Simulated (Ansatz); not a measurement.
Input for Ansatz (an electronic-structure program): U-B3LYP/def2-TZVPP on HISn (SMILES [SnH][I]), a point of a bond scan (R = 5.517 Å). Elements past Kr take the def2 small-core potentials; no spin–orbit coupling.

Ansatz 0.2 input:
```yaml
crystal:
  periodic: [false, false, false]
  atoms:
    - {symbol: Sn, position_ang: [0.45232825, 0.91499533, 0.96539677]}
    - {symbol: H, position_ang: [0.73028803, 2.17687253, -0.26340839]}
    - {symbol: I, position_ang: [-1.33333581, -2.72354775, -2.77696017]}
basis:
  gaussian:
    orbitals: def2-TZVPP
hamiltonian:
  xc: {name: B3LYP}
magnetization: {spin_polarized: true, initial_magnetization: 0}
```

Question: Give the final energy of this run.

Answer: -512.7222 hartree. Its determinant has ⟨S²⟩ = 0.66, a mixture of spin states.

Question: How many basis functions does it have, and what does it roughly cost on one machine?

Answer: 114 functions; roughly 50 core-seconds.
